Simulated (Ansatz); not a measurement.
**Cost against result**

Saddle point of SiN₂H₉Cl, closed shell (SiH₃Cl ([SiH3][Cl]) + NH₃ + NH₃ → SiNH₅ ([NH2][SiH3]) + HCl + NH₃ (still joined by a long H–N bond); bonds formed: Cl2–H8, H6–N9; bonds broken: Si1–Cl2, H6–N7; bonds weakened to dative contacts: H8–N9), PBE0-D4/def2-TZVP structure:

```xyz
13
angstrom
Si -0.9794 0.5359 -1.2043
Cl -0.9971 -2.0198 -0.0042
H 0.0881 -0.1605 -1.9504
H -2.3712 0.1119 -1.4310
H -0.9011 1.9589 -1.6881
H 0.6467 0.2209 0.7063
N -0.5207 0.8205 0.5237
H 0.9260 -1.4662 0.5337
N 1.5533 -0.6639 0.7855
H -0.5724 1.7949 0.7994
H -1.1192 0.2445 1.1130
H 2.3005 -0.5777 0.1075
H 1.9465 -0.7993 1.7089
```

Barriers are electronic and count from the start structure reached by relaxing down the imaginary mode.

Program: Ansatz 0.2.0. Basis: as named in each row. Cores are frozen in the correlated methods. B3LYP uses VWN-RPA correlation. Extrapolation: Hartree–Fock as exp(−7.88 √X), correlation as X^−2.97.

Times are rough, for one single point on 8 threads of a shared host (Arm Neoverse V2).

The estimate by CCSD(T) at an estimated basis limit (MP2 extrapolated from triple and quadruple zeta, plus CCSD(T) − MP2 in triple zeta) is 0.248 eV.

| method | basis | time (s) | barrier (eV) | method less estimate |
| --- | --- | --- | --- | --- |
| HF | STO-3G | under 1 | 0.017 | -0.231 |
| PBE-D4 | STO-3G | under 1 | -0.424 | -0.672 |
| SPW92 | def2-SVP | under 1 | -0.095 | -0.343 |
| B3LYP-D4 | 6-31G | under 1 | -0.197 | -0.445 |
| PBE-D4 | def2-SVP | under 1 | 0.049 | -0.199 |
| PBE0-D4 | def2-SVP | under 1 | 0.112 | -0.136 |
| SPW92 | def2-TZVPP | under 1 | -0.016 | -0.264 |
| PBE-D4 | def2-TZVPP | 1 | 0.132 | -0.116 |
| BLYP-D4 | def2-TZVPP | 1 | 0.144 | -0.104 |
| B3LYP-D4 | def2-TZVPP | 1 | 0.185 | -0.063 |
| BHLYP-D4 | def2-TZVPP | 1 | 0.250 | 0.002 |
| PBE0-D4 | def2-TZVPP | 2 | 0.185 | -0.063 |
| CAM-B3LYP-D4 | def2-TZVPP | 2 | 0.189 | -0.059 |
| r2SCAN-D4 | def2-TZVPP | 2 | 0.142 | -0.106 |
| wB97M-V | def2-SVP | 2 | 0.174 | -0.074 |
| r2SCAN0-D4 | def2-TZVPP | 3 | 0.189 | -0.059 |
| CCSD(T) | def2-SVP | 3 | 0.244 | -0.004 |
| B2PLYP | def2-TZVPP | 3 | 0.216 | -0.032 |
| RPA on PBE | def2-TZVPP | 3 | 0.287 | 0.039 |
| PBE-QIDH | def2-TZVPP | 3 | 0.224 | -0.024 |
| wB97X-V | def2-TZVPP | 4 | 0.238 | -0.010 |
| B97M-V | def2-TZVPP | 4 | 0.279 | 0.031 |
| wB97M-V | def2-TZVPP | 4 | 0.250 | 0.002 |
| MP2 | def2-QZVPP | 14 | 0.214 | -0.034 |
| CCSD(T) | def2-TZVPP | 94 | 0.265 | 0.017 |

All methods are single points on the PBE0-D4 structures; a negative value means that the method puts the saddle structure below the start.

No T1 diagnostic of these runs exceeds 0.010.

The step is the kind of exchange with an N–H group that builds nitride films in atomic layer and chemical vapour deposition.

Labels in which every atom is bracketed show which atoms are joined, not bond orders.
